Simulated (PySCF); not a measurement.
Species: C7H11F.
SMILES with atom numbers: `[CH3:1][C@@H:2]1[CH:3]=[C:4]([F:5])[CH2:6][CH2:7][CH2:8]1`

Geometry (GFN2-xTB, Å), atoms numbered from 1 in this order:
```
atom  x, y, z in Å
C1     2.3468    0.0201   -0.0537
C2     0.8969    0.0102   -0.5388
C3     0.2310    1.3149   -0.2118
C4    -1.0029    1.3831    0.2526
F5    -1.5492    2.5929    0.5496
C6    -1.9167    0.2294    0.5009
C7    -1.3752   -1.0140   -0.2000
C8     0.1187   -1.1563    0.0754
H9     2.3832    0.1705    1.0232
H10    2.8312   -0.9253   -0.2877
H11    2.9057    0.8211   -0.5317
H12    0.9034   -0.1046   -1.6313
H13    0.8021    2.2174   -0.3688
H14   -2.9176    0.4803    0.1409
H15   -1.9928    0.0578    1.5797
H16   -1.9114   -1.8982    0.1478
H17   -1.5360   -0.9241   -1.2763
H18    0.2853   -1.1670    1.1547
H19    0.4877   -2.0992   -0.3323
```

NICS = −σ at a ghost point: NICS(0) at the centroid of the ring atoms, NICS(1) 1 Å to either side along the normal of their mean plane, zz for the tensor component along that normal. Level: GIAO PBE0/pcSseg-1 (PySCF, non-relativistic, gas phase) on the GFN2-xTB geometry, one conformer.

Ring bond lengths (Å), with Mayer bond orders in brackets: C2–C3 1.501 (0.97), C3–C4 1.320 (1.89), C4–C6 1.492 (1.05), C6–C7 1.527 (1.03), C7–C8 1.526 (1.04), C8–C2 1.531 (1.01).

**Question.** What do the NICS probes read (ppm)?

**Answer.** 
```
             ring                                                    type  NICS(0)  NICS(1), two faces  NICS(1)zz, two faces  rms pucker (Å)  centre to ring atoms, mean (Å)
C2–C3–C4–C6–C7–C8  6-membered carbocycle; formal bonds 1 double, 5 single     -3.1         -2.6 / -2.9             1.3 / 1.8            0.21                            1.45
```

**Question.** What do they say, and how far can they be read as aromaticity?

**Answer.** 
- C2–C3–C4–C6–C7–C8: mean NICS(1)zz 1.6 ppm, near zero. C2, C6, C7, C8 have four or more neighbours; no verdict on aromaticity is drawn.

**Question.** What field does 14.1 T along the ring normal induce along that normal at the first NICS(1) probe listed for ring C2–C3–C4–C6–C7–C8, 1 Å off the ring?

**Answer.** NICSzz × B0 = 1.3 ppm × 14.1 T = 18 μT, along the applied field.

**Question.** Give the inner angles of the rings and the Hirshfeld charges of the ring atoms.

**Answer.** 
- C2–C3–C4–C6–C7–C8: C2 110.5° (-0.020 e), C3 122.4° (-0.082 e), C4 126.2° (+0.083 e), C6 109.6° (-0.076 e), C7 109.9° (-0.064 e), C8 110.7° (-0.068 e); sum 689.4° against 720° for a flat convex ring.

The run took 22 s of wall time on one thread, x86-64 server, no GPU, on a shared host. This is the whole shielding run at PBE0/pcSseg-1, SCF included.
